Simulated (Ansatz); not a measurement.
Cost and result for the atomization energy of `[F][In-]([F])([F])[OH+][SiH3]` (10 atoms, 9 bonds).

```xyz
10

F     0.366    2.067   -2.360
In    0.488    0.227   -1.781
F    -1.158   -0.746   -1.368
F     2.085   -0.771   -2.220
O     0.551    0.357    0.434
Si   -0.687   -0.357    1.380
H     1.267    0.777    0.918
H    -1.966    0.305    1.074
H    -0.256   -0.046    2.767
H    -0.690   -1.813    1.155
```

Total charge 0; spin multiplicity 1. Correlated methods include outer-core shells of In, which these sets cover unevenly. In takes the def2 core potential. The geometry is a stationary point of PBE0-D4/def2-TZVP. It is one conformer, not always the lowest. Program: Ansatz. All runs use 4 threads of an Arm Neoverse V2 on a shared host. Times are those of one run each, without the atoms' runs, and a repeat can differ threefold. Electronic energies, without spin–orbit coupling; frozen cores. CCSD(T)/CBS adds CCSD(T) − MP2 in def2-TZVPP to the MP2 limit, and its time is that of the two runs behind it. T1 = 0.015. With those shells the extrapolation isn't a true limit. HSE06 is the plane-wave form, built on full-range PBE exchange.

CCSD(T)/CBS is a level of theory with its own doubt, some kJ/mol a heavy atom from the limit and from the frozen cores, so smaller differences don't rank the functionals.

```json
{"level": "LDA (SPW92)/def2-TZVPP", "functions": "272", "wall time": "1.6 s", "atomization (kJ/mol)": "3731.8", "difference from CCSD(T)/CBS": "433.8", "per bond": "48.2"}
{"level": "revPBE-D4/def2-TZVPP", "functions": "272", "wall time": "2.6 s", "atomization (kJ/mol)": "3157.6", "difference from CCSD(T)/CBS": "-140.4", "per bond": "-15.6"}
{"level": "PBE-D4/def2-TZVPP (with forces)", "functions": "272", "wall time": "3.1 s", "atomization (kJ/mol)": "3260.8", "difference from CCSD(T)/CBS": "-37.2", "per bond": "-4.1"}
{"level": "PBE0-D4/def2-TZVPP", "functions": "272", "wall time": "4.7 s", "atomization (kJ/mol)": "3168.1", "difference from CCSD(T)/CBS": "-129.9", "per bond": "-14.4"}
{"level": "HSE06-D4/def2-TZVPP", "functions": "272", "wall time": "5 s", "atomization (kJ/mol)": "3168.7", "difference from CCSD(T)/CBS": "-129.3", "per bond": "-14.4"}
{"level": "r2SCAN-D4/def2-TZVPP (with forces)", "functions": "272", "wall time": "6.5 s", "atomization (kJ/mol)": "3248.0", "difference from CCSD(T)/CBS": "-50.0", "per bond": "-5.6"}
{"level": "PBE-QIDH/def2-TZVPP", "functions": "272", "wall time": "8.5 s", "atomization (kJ/mol)": "3181.1", "difference from CCSD(T)/CBS": "-116.9", "per bond": "-13.0"}
{"level": "ωB97X-V/def2-TZVPP", "functions": "272", "wall time": "11 s", "atomization (kJ/mol)": "3272.0", "difference from CCSD(T)/CBS": "-26.0", "per bond": "-2.9"}
{"level": "ωB97M-V/def2-TZVPP (with forces)", "functions": "272", "wall time": "15 s", "atomization (kJ/mol)": "3253.4", "difference from CCSD(T)/CBS": "-44.6", "per bond": "-5.0"}
{"level": "CCSD(T)/def2-SVP", "functions": "120", "wall time": "17 s", "atomization (kJ/mol)": "3030.9", "difference from CCSD(T)/CBS": "-267.1", "per bond": "-29.7"}
{"level": "MP2/def2-QZVPP", "functions": "500", "wall time": "29 s", "atomization (kJ/mol)": "3343.9", "difference from CCSD(T)/CBS": "45.9", "per bond": "5.1"}
{"level": "CCSD(T)/def2-TZVPP", "functions": "272", "wall time": "9.9 min", "atomization (kJ/mol)": "3174.6", "difference from CCSD(T)/CBS": "-123.4", "per bond": "-13.7"}
{"level": "CCSD(T)/CBS(def2)", "functions": "–", "wall time": "10 min", "atomization (kJ/mol)": "3298.0", "difference from CCSD(T)/CBS": "0.0", "per bond": "0.0"}
```

In def2-TZVPP, CCSD(T) changes the Hartree–Fock value by +880.5 kJ/mol (the triples alone add +54.8 kJ/mol) and MP2 by +973.5 kJ/mol; breaking electron pairs costs correlation energy, which Hartree–Fock lacks. Leaving LDA and LC-ωPBE aside and taking each functional with its dispersion term where it has one, the values, not all of them listed here, spread over 184.1 kJ/mol, from BHLYP-D4 to ωB97X-V. LDA lies +491.6 kJ/mol from PBE without D4, its usual overbinding. At CCSD(T), def2-SVP lies −267.2 kJ/mol from the extrapolated value and def2-TZVPP −123.5 kJ/mol: correlation converges slowly with the basis, and small sets miss more of it in the bonded molecule than in its fragments.

Spin–orbit coupling would lower the free In atoms strongly, and the atomization energy with them, by more than many differences here.
